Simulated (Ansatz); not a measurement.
Two isomers of ClH7OSi3: A = `O[SiH2][SiH]([SiH3])Cl`, B = `O[SiH](Cl)[SiH2][SiH3]`.

Program: Ansatz. Geometries: PBE0-D4/def2-TZVP. ΔE: electronic, gas phase. CCSD(T)/CBS is the MP2 limit (def2-TZVPP, def2-QZVPP) plus CCSD(T) − MP2 in def2-TZVPP, frozen cores. DFT in def2-TZVPP. B3LYP here is the variant with VWN-RPA as its local correlation; programs differ in this. Each species was taken in one conformer, which may not be the lowest.

A:

Z-matrix (Å, degrees):
```
Si
Si 1 2.349
O 1 1.649 2 109.1
H 1 1.491 2 107.9 3 121.9
H 1 1.484 2 112.0 3 -118.2
Cl 2 2.089 1 103.4 3 -41.6
Si 2 2.339 1 115.4 3 -159.5
H 2 1.489 1 112.3 3 72.6
H 3 0.960 1 116.4 2 42.4
H 7 1.486 2 110.6 1 175.8
H 7 1.488 2 109.0 1 -64.1
H 7 1.486 2 109.3 1 55.1
```

B:

```xyz
12

O    -1.154    2.358    1.558
Si   -0.101    1.149    1.218
Cl    1.714    1.920    0.590
Si   -0.798   -0.283   -0.496
Si    0.923   -1.773   -1.033
H    -1.449    2.918    0.837
H     0.136    0.469    2.510
H    -2.021   -1.021   -0.069
H    -1.146    0.550   -1.683
H     0.453   -2.783   -2.019
H     1.371   -2.478    0.198
H     2.070   -1.025   -1.610
```

Q: Which isomer does CCSD(T)/CBS put lower? Give the gap. (Best estimate.)

A: The calculation gave: B, by 22.3 kJ/mol.

Q: Give E(B) − E(A) in kJ/mol with MP2/def2-TZVPP, PBE0-D4, B3LYP-D4, r2SCAN-D4, HF/def2-TZVPP, B3LYP, ωB97M-V. (An estimate is asked.)

A: The calculation gave: MP2/def2-TZVPP -23.7, PBE0-D4 -23.0, B3LYP-D4 -21.1, r2SCAN-D4 -24.2, HF/def2-TZVPP -19.3, B3LYP -20.9, ωB97M-V -23.2. None reverses the order clearly.

Largest T1 diagnostic: 0.013.

In def2-TZVPP, CCSD(T) changes the Hartree–Fock value by −4.4 kJ/mol (the triples alone add −0.7 kJ/mol) and MP2 by −4.4 kJ/mol.
